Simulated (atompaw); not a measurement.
## An all-electron radial function and its pseudo partner (ruthenium (Ru))

Columns: radius, all-electron u(r) and pseudo u(r) of the 4s shell (level -79.71 eV) of ruthenium in the configuration [Ar] 3d10 4s2 4p6 4d6 5s2 5p0; PBE, scalar-relativistic, PAW (atompaw) scheme, atompaw 4.2.0.5.

```json
{"r (bohr)": "0.077", "all-electron": "0.3547", "pseudo": "0.2550"}
{"r (bohr)": "0.154", "all-electron": "0.1282", "pseudo": "0.5005"}
{"r (bohr)": "0.231", "all-electron": "-0.4424", "pseudo": "0.7277"}
{"r (bohr)": "0.308", "all-electron": "-0.6344", "pseudo": "0.9287"}
{"r (bohr)": "0.385", "all-electron": "-0.4562", "pseudo": "1.0974"}
{"r (bohr)": "0.462", "all-electron": "-0.0946", "pseudo": "1.2295"}
{"r (bohr)": "0.538", "all-electron": "0.2935", "pseudo": "1.3219"}
{"r (bohr)": "0.615", "all-electron": "0.6344", "pseudo": "1.3771"}
{"r (bohr)": "0.692", "all-electron": "0.8890", "pseudo": "1.3954"}
{"r (bohr)": "0.769", "all-electron": "1.0534", "pseudo": "1.3806"}
{"r (bohr)": "0.846", "all-electron": "1.1380", "pseudo": "1.3377"}
{"r (bohr)": "0.923", "all-electron": "1.1584", "pseudo": "1.2726"}
{"r (bohr)": "1.000", "all-electron": "1.1314", "pseudo": "1.1912"}
{"r (bohr)": "1.077", "all-electron": "1.0725", "pseudo": "1.0999"}
{"r (bohr)": "1.154", "all-electron": "0.9936", "pseudo": "1.0037"}
{"r (bohr)": "1.231", "all-electron": "0.9046", "pseudo": "0.9070"}
{"r (bohr)": "1.308", "all-electron": "0.8122", "pseudo": "0.8123"}
{"r (bohr)": "1.385", "all-electron": "0.7212", "pseudo": "0.7212"}
{"r (bohr)": "1.462", "all-electron": "0.6347", "pseudo": "0.6347"}
{"r (bohr)": "1.538", "all-electron": "0.5554", "pseudo": "0.5554"}
{"r (bohr)": "1.615", "all-electron": "0.4822", "pseudo": "0.4822"}
{"r (bohr)": "1.692", "all-electron": "0.4166", "pseudo": "0.4166"}
{"r (bohr)": "1.769", "all-electron": "0.3583", "pseudo": "0.3583"}
{"r (bohr)": "1.846", "all-electron": "0.3071", "pseudo": "0.3071"}
{"r (bohr)": "1.923", "all-electron": "0.2624", "pseudo": "0.2624"}
{"r (bohr)": "2.000", "all-electron": "0.2235", "pseudo": "0.2235"}
```

Problem. How many radial nodes do the two functions have?

Solution. The all-electron 4s function has n − l − 1 = 3 (the table is too coarse to show those close to the nucleus); the pseudo-wave has 0, since the states of the same l below it are removed with the core.

Problem. At about which radius was the pseudo-wave matched?

Solution. 1.35 bohr, where the columns begin to agree (steps of 0.08 bohr).

Problem. Where does each function peak?

Solution. Outermost all-electron maximum near 0.92 bohr, pseudo maximum near 0.69 bohr (to the table’s step).

Problem. Is the pseudo-wave norm-conserving?

Solution. No, it belongs to a PAW set: the norm inside the radius is not constrained, and the difference is carried by the augmentation charge.
